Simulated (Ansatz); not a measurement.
`[NH2][Sn][Cl]` + HBr → `[Cl][Sn][Br]` + NH₃ at 400 K and 1 bar (ligand exchange at the Sn–N bond).

Computed with Ansatz on PBE0-D4/def2-TZVP structures; ΔE is electronic, products minus reactants. CCSD(T)/CBS adds triple-zeta CCSD(T) − MP2 to the extrapolated MP2 energy (def2 sets, frozen cores). This one scheme is used for every species. Elements past krypton have def2 core potentials. For Br, Sn outer-core shells are correlated without core-valence functions, which leaves a few kJ/mol of doubt a bond. Scalar relativity is left out up to krypton. One conformer a species, not always the lowest.

| species | CCSD(T)/CBS energy (Eh) | H − E (kJ/mol) | S (J/(mol·K)) |
| --- | --- | --- | --- |
| `[NH2][Sn][Cl]` | -729.78832 | 90.2 | 330.4 |
| HBr | -2573.91920 | 27.6 | 207.2 |
| `[Cl][Sn][Br]` | -3247.23683 | 24.0 | 339.6 |
| NH₃ | -56.50880 | 104.2 | 203.1 |

H − E and S are ideal-gas, rigid-rotor, harmonic terms from PBE0-D4/def2-TZVP, for one conformer and one mirror image of each species. 1 Eh = 2625.50 kJ/mol, R = 8.31446 J/(mol·K).

**Question.** By hand: ΔE, ΔH, ΔS and ΔG.

**Answer.** ΔE = (-3247.23683) + (-56.50880) − (-729.78832) − (-2573.91920) = -0.03811 Eh = -100.1 kJ/mol. Δ(H − E) = 24.0 + 104.2 − 90.2 − 27.6 = 10.4, so ΔH = -89.7 kJ/mol. ΔS = 339.6 + 203.1 − 330.4 − 207.2 = 5.1 J/(mol·K). ΔG = -89.7 − 400 × (5.1)/1000 = -91.7 kJ/mol.

**Question.** By hand: the equilibrium constant, and the temperature at which ΔG would vanish if ΔH and ΔS stayed fixed.

**Answer.** log₁₀ K = −ΔG/(RT ln 10) = 12.0. ΔH and −TΔS have one sign here, so there is no such temperature. One of them is within its doubt of zero, so this could turn.

The number of gas molecules stays the same, so ΔS is small and ΔH decides. A doubt of 5 kJ/mol in ΔE shifts log₁₀ K by 0.7 here. Other conformers and mirror images would add mixing entropy, several J/(mol·K) or more a flexible species. These are equilibria of isolated gas molecules and say nothing of rates. Largest T1 diagnostic: 0.016 (customary marks: 0.02 for closed shells, 0.045 for open ones).
